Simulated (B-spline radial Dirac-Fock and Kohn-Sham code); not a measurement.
**Mn³⁺ 2s: cross section and angular parameters**

System: manganese as Mn³⁺ in the configuration [Ar] 3d4; threshold 806.2 eV (orbital energy of the model). These are calculated numbers from a B-spline atomic structure program; the model is Dirac-Hartree-Slater photoionisation with a Latter tail; cross sections with all multipoles, angular parameters from the dipole term and its interference with E2.

Input file task.json (cfg lists n, l and occupation; rrms is the nuclear radius in fm):

```json
{"items": [{
  "Z": 25,
  "q": 3,
  "cfg": [[1, 0, 2], [2, 0, 2], [2, 1, 6], [3, 0, 2], [3, 1, 6], [3, 2, 4]],
  "A": 55,
  "rrms": 3.7057,
  "do": "xps",
  "hv": [51.7, 57.3, 80, 96.1, 131.0, 150, 151.0, 174.0, 192.0, 203.0, 229.0, 280.0, 288.0, 430.0, 582.0, 662.0, 800, 1000, 1350.0, 1930.0, 2000, 2790.0, 3240.0, 5414.7, 5740.0, 7630.0, 8047.8, 12000, 12300.0, 13400.0]
}]}
```

Launch: `python xray2_run.py task.json out`

For linearly polarised light dσ/dΩ = σ/(4π) [1 + β P₂(cos θ) + (δ + γ cos²θ) sin θ cos φ], with θ from the polarisation vector and φ the angle between the beam and the projection of the electron momentum on the plane normal to the polarisation.

```
hν (eV)  σ (kb)      β       γ
   1000     110  1.999   0.204
   1350    68.3  2.000  -0.042
   1930    35.8  2.000  -0.010
   2000       ?      ?       ?
   2790    17.2  2.000   0.198
   3240    12.6  2.000   0.315
 5414.7    3.98  1.999   0.819
   5740    3.47  1.999   0.885
   7630    1.75  1.999   1.230
 8047.8    1.53  1.999   1.300
  12000   0.556  1.999   1.874
  12300   0.522  1.999   1.912
  13400   0.417  1.999   2.048
```

Q: Give the values at 2000 eV.

A: σ = 33.5 kb, β = 2.000, γ = 0.004. For an s subshell δ is negligible.
